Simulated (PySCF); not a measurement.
In(Me)2(NH2) (C2H8InN), SMILES [CH3][In]([CH3])[NH2].

Coordinates come from a B3LYP-D3(BJ)/def2-SVP optimisation. The structure was generated by enumeration; whether it is a known compound was not checked. The def2 effective core potentials stand for the cores of In; spin–orbit coupling is left out. One conformer was computed; it need not be the lowest.

Computed with PySCF with HF/def2-TZVP.

Gas-phase values at a fixed geometry.

| Item | Value |
|---|---|
| total energy | -324.09728 hartree |
| point group | C2v |
| highest occupied level | -9.80 eV |
| lowest empty level | 1.75 eV |
| orbital gap | 11.55 eV |
| dipole moment | 0.51 D |
| quadrupole, principal values (traceless, Buckingham form, about the centre of nuclear charge) | -3.00, -0.35, 3.34 D·Å |
| mean static polarisability | 65.5 bohr³ (9.71 Å³) |
| polarisability, principal values | 51.0, 67.5, 78.1 bohr³ |
